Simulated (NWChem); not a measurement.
System: C3H4F2; SMILES C(C)=C(F)F

Here is an NWChem input.

```
start job
memory heap 200 mb stack 900 mb global 1100 mb
geometry units angstroms noautosym nocenter noautoz
  C      0.015505     2.004529     0.000000
  C     -0.682719     0.678903     0.000000
  C     -0.054146    -0.504006     0.000000
  F      1.267404    -0.665369     0.000000
  F     -0.659757    -1.686368     0.000000
  H     -0.262310     2.607643    -0.890643
  H      1.115615     1.885260     0.000000
  H     -0.262310     2.607643     0.890643
  H     -1.781984     0.635989     0.000000
end
basis spherical
  * library 6-31g*
end
dft
  xc m05-2x
  iterations 150
end
cosmo
  dielec 78.4
end
task dft energy
```

Excerpt of the output:

```
             Northwest Computational Chemistry Package (NWChem) 7.3.0
             --------------------------------------------------------

                             Geometry "geometry" -> ""
                             -------------------------

 Output coordinates in angstroms (scale by  1.889725989 to convert to a.u.)

  No.       Tag          Charge          X              Y              Z
 ---- ---------------- ---------- -------------- -------------- --------------
    1 C                    6.0000     0.01550500     2.00452900     0.00000000
    2 C                    6.0000    -0.68271900     0.67890300     0.00000000
    3 C                    6.0000    -0.05414600    -0.50400600     0.00000000
    4 F                    9.0000     1.26740400    -0.66536900     0.00000000
    5 F                    9.0000    -0.65975700    -1.68636800     0.00000000
    6 H                    1.0000    -0.26231000     2.60764300    -0.89064300
    7 H                    1.0000     1.11561500     1.88526000     0.00000000
    8 H                    1.0000    -0.26231000     2.60764300     0.89064300
    9 H                    1.0000    -1.78198400     0.63598900     0.00000000

 Effective nuclear repulsion energy (a.u.)     173.0872381471

                                 NWChem DFT Module
                                 -----------------

 Summary of "ao basis" -> "ao basis" (spherical)
 ------------------------------------------------------------------------------
       Tag                 Description            Shells   Functions and Types
 ---------------- ------------------------------  ------  ---------------------
 C                           6-31g*                  6       14   3s2p1d
 F                           6-31g*                  6       14   3s2p1d
 H                           6-31g*                  2        2   2s

 in cosmo_initialize ...

 solvent parameters
 solvname_short: unkn
 solvname_long:  unknown
 dielec:       78.4000

          ---------------
          -cosmo- solvent
          ---------------
 Cosmo: York-Karplus, doi: 10.1021/jp992097l
 dielectric constant -eps-     =  78.40
 screen = (eps-1)/(eps    )    =   0.98724
 surface charge correction     = lagrangian

   van der Waals surface
 --------------------------

[...]

                                   COSMO solvation results
                                   -----------------------

                 gas phase energy =      -316.334422604809
                 sol phase energy =      -316.336867549020
 (electrostatic) solvation energy =         0.002444944210 (    1.53 kcal/mol)

                       DFT Final Molecular Orbital Analysis
                       ------------------------------------

 Vector   18  Occ=2.000000D+00  E=-4.691428D-01
              MO Center= -3.4D-01,  1.1D+00, -3.5D-09, r^2= 2.7D+00
   Bfn.  Coefficient  Atom+Function         Bfn.  Coefficient  Atom+Function
  ----- ------------  ---------------      ----- ------------  ---------------
     4      0.390388  1 C  py                18     -0.321510  2 C  py
    60     -0.204179  5 F  py                 8      0.197466  1 C  py
    17     -0.177729  2 C  px                59      0.152870  5 F  px
    64     -0.142551  5 F  py                71      0.122958  6 H  s
    75      0.122958  8 H  s                 22     -0.120685  2 C  py

 Vector   19  Occ=2.000000D+00  E=-4.388433D-01
              MO Center= -5.0D-02,  1.5D+00, -1.1D-10, r^2= 2.2D+00
   Bfn.  Coefficient  Atom+Function         Bfn.  Coefficient  Atom+Function
  ----- ------------  ---------------      ----- ------------  ---------------
     3      0.376060  1 C  px                17     -0.257289  2 C  px
    73      0.250812  7 H  s                 74      0.217563  7 H  s
     7      0.197721  1 C  px                77      0.182926  9 H  s
    78      0.156348  9 H  s                 21     -0.126720  2 C  px
    32     -0.102459  3 C  py                71     -0.093313  6 H  s

 Vector   20  Occ=2.000000D+00  E=-3.047778D-01
              MO Center= -3.1D-01,  2.4D-01,  3.8D-10, r^2= 2.2D+00
   Bfn.  Coefficient  Atom+Function         Bfn.  Coefficient  Atom+Function
  ----- ------------  ---------------      ----- ------------  ---------------
    19      0.389384  2 C  pz                33      0.377026  3 C  pz
    23      0.333410  2 C  pz                61     -0.210113  5 F  pz
    47     -0.205313  4 F  pz                37      0.194132  3 C  pz
    65     -0.172096  5 F  pz                51     -0.169288  4 F  pz
     5     -0.131356  1 C  pz                72      0.114285  6 H  s

 Vector   21  Occ=0.000000D+00  E= 8.070583D-02
              MO Center= -3.1D-01,  1.4D-01, -1.3D-09, r^2= 2.3D+00
   Bfn.  Coefficient  Atom+Function         Bfn.  Coefficient  Atom+Function
  ----- ------------  ---------------      ----- ------------  ---------------
    23      0.585672  2 C  pz                37     -0.561982  3 C  pz
    33     -0.531430  3 C  pz                19      0.390227  2 C  pz
    72      0.244833  6 H  s                 76     -0.244833  8 H  s
    65      0.177636  5 F  pz                47      0.176605  4 F  pz
    61      0.177415  5 F  pz                51      0.176458  4 F  pz

 Vector   22  Occ=0.000000D+00  E= 1.621986D-01
              MO Center= -4.7D-01,  1.4D+00,  2.2D-09, r^2= 4.6D+00
   Bfn.  Coefficient  Atom+Function         Bfn.  Coefficient  Atom+Function
  ----- ------------  ---------------      ----- ------------  ---------------
     6      1.889848  1 C  s                 78     -1.005701  9 H  s
    72     -0.867566  6 H  s                 76     -0.867566  8 H  s
    21     -0.571096  2 C  px                74     -0.548825  7 H  s
    22     -0.374422  2 C  py                20      0.368576  2 C  s
    34     -0.328825  3 C  s                 48      0.274503  4 F  s

[...]
```

Level: M05-2X/6-31G* (spherical d), COSMO on the gas-phase geometry. Coordinates come from a PBE-D3(BJ)/def2-SVP optimisation. COSMO prints the solvation energy as gas minus solution, so a positive value is a stabilisation.
